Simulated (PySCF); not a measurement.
**Structure from 2D NMR**

Compound of formula C6H6FNO. Correlations simulated from computed shifts and the bond graph:

HSQC (one-bond C–H):
| δH | δC |
| --- | --- |
| 8.23 | 140.8 |
| 7.65 | 155.0 |
| 6.07 | 113.8 |
| 5.91 | 113.8 |
| 5.82 | 86.8 |

COSY cross peaks (H two or three bonds apart, from the bond graph; peaks can be absent where the dihedral angle is near 90°):
| δH | δH |
| --- | --- |
| 6.07 | 5.91 |

HMBC (two and three bonds, from the bond graph):
| δH | δC |
| --- | --- |
| 8.23 | 155.0, 146.2, 144.1 |
| 7.65 | 146.2, 140.8 |
| 6.07 | 146.2, 144.1, 86.8 |
| 5.91 | 146.2, 144.1, 86.8 |
| 5.82 | 146.2, 144.1, 113.8 |

Carbons without hydrogens: δ 146.2, 144.1.

Level of theory: PBE0/pcSseg-1 with gauge-including orbitals, structure optimised with GFN2-xTB, in PySCF 2.14 (relativity neglected, one averaged value for each set of equivalent atoms, no solvent model, single conformer).

Scale: ¹H (σ = 31.72 ppm), ¹³C (σ = 186.93 ppm) vs TMS (reference shieldings calculated alike).

Exchangeable hydrogens are left out of these lists.

**Question.** Assemble the structure.

**Answer.** `C=C(CF)c1cocn1`.

Atoms are numbered as in `[CH2:1]=[C:2]([CH2:3][F:4])[c:5]1[cH:6][o:7][cH:8][n:9]1` (H(Xn): hydrogen on atom n). Ha(C1) is cis to C3; Hb(C1) is trans to C3.

- δC 155.0 is C8, an aromatic CH between two ring heteroatoms (δH 7.65).
- δC 146.2 is C5, a substituted aromatic carbon next to a ring nitrogen.
- δC 144.1 is C2, a fully substituted alkene carbon.
- δC 140.8 is C6, an aromatic CH next to the ring oxygen (δH 8.23).
- δC 113.8 is C1, a terminal =CH2 carbon (δH 6.07, 5.91).
- δC 86.8 is C3, an allylic sp3 CH2 bonded to F (δH 5.82).
- HMBC from δH 8.23 reaches the proton-free carbons C5, C2.
- HMBC from δH 7.65 reaches the proton-free carbon C5.
- HMBC from δH 6.07 reaches the proton-free carbons C5, C2.
- HMBC from δH 5.91 reaches the proton-free carbons C5, C2.
- COSY links 6.07–5.91.

This is the structure that produced the data.

Shifts are as computed. Against solution values, carbons near 30 ppm lie about +3 ppm off and those near 130 ppm about +5 ppm. Of 1211 compounds with measured shifts, 218 miss one by over three times the rms of a fit or turn the order of signals round; such compounds aren't used in these exercises.
